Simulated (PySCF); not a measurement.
Calculated NMR data

- σ from GIAO-PBE0/pcSseg-1
- GFN2-xTB geometry
- code: PySCF 2.14
- non-relativistic Hamiltonian, in vacuum, one computed conformer, rapidly exchanging positions averaged

Chemical shifts δ = σref − σ; ¹H (σ = 31.72 ppm) and ¹³C (σ = 186.93 ppm) vs TMS, all at this level. Splittings of carbon signals by F and P are missing where no couplings were computed. Where no couplings were computed, multiplicities follow the n + 1 count of equivalent neighbours, and m marks all less simple cases (inequivalent or close neighbours, rings, F or P nearby). Shifts are as computed. Against solution values, carbons near 30 ppm lie about +3 ppm off and those near 130 ppm about +5 ppm. Of 1211 compounds with measured shifts, 218 miss one by over three times the rms of a fit or turn the order of signals round; such compounds aren't used in these exercises.

**1.** SMILES CO[C@H](C)C(F)=C(F)F, C5H7F3O. ¹H NMR (600 MHz, computed): δ 4.08 (m, 1H), 3.51 (s, 3H), 1.53 (d, 3H). ¹³C{¹H} NMR (computed): δ 168.1, 135.0, 76.7, 58.4, 19.2.

**2.** `C1CN=CC[C@H]1C1CCC1`, C9H15N. ¹H NMR (600 MHz, computed): δ 7.86 (m, 1H), 4.07 (m, 1H), 3.67 (m, 1H), 2.23 (m, 1H), 2.17 (m, 1H), 2.12 (m, 1H), 2.05 (m, 1H), 1.98 (m, 1H), 1.82 (m, 1H), 1.80 (m, 1H), 1.67 (m, 1H), 1.63 (m, 1H), 1.53 (m, 1H), 1.53 (m, 1H), 1.46 (m, 1H). ¹³C{¹H} NMR (computed): δ 165.1 (CH), 49.0 (CH2), 41.7 (CH), 35.5 (CH), 33.3 (CH2), 27.9 (CH2), 26.5 (CH2), 25.7 (CH2), 16.6 (CH2).
